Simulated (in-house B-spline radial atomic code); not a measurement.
**Ionising N5+ with different functionals**

Computed with a radial B-spline atomic code at the basis-set limit: non-relativistic Hamiltonian, point nucleus, spin-polarised at highest spin, spherical fractional occupations for the functionals, and exact exchange of hybrids averaged over the configuration. The ionisation energy is the difference of two self-consistent energies, 1s2 → 1s1, without Breit or QED terms; ε is the level of the shell that loses the electron (its least bound occupied spin orbital).

```csv
method,rung,ΔSCF (eV),-ε(1s) (eV)
PBE0,global hybrid,551.11,521.54
B3LYP,global hybrid,551.81,519.99
TPSSh,global hybrid,552.06,518.09
M06-2X,global hybrid,552.28,531.43
BHandHLYP,global hybrid,?,?
r2SCAN0,global hybrid,?,?
B97-1,global hybrid,552.07,520.32
HSE06,range-separated hybrid,551.18,521.15
wB97X,range-separated hybrid,553.23,522.17
CAM-B3LYP,range-separated hybrid,551.58,521.85
LC-wPBE,range-separated hybrid,551.02,517.21
```

(1) What does BHandHLYP give?

(2) What does r2SCAN0 give?

(3) Among the functionals, which spreads more, the ΔSCF values or the orbital energies?

(4) How do they compare with the NIST value?

Answers

(1) ΔSCF 551.90 eV, and -ε(1s) = 532.56 eV.

(2) ΔSCF 551.92 eV, and -ε(1s) = 524.90 eV.

(3) The orbital energies: ΔSCF values span about 2.21 eV and the orbital energies 15.35 eV; here energy differences depend much less on the functional than eigenvalues do.

(4) NIST lists 552.067 eV (tabulated theory, ground level to ground level). Errors run from -1.05 to +1.17 eV; B97-1 is closest (-0.00 eV), but part of that can be cancellation, since the calculations leave out relativity, Breit-QED terms.
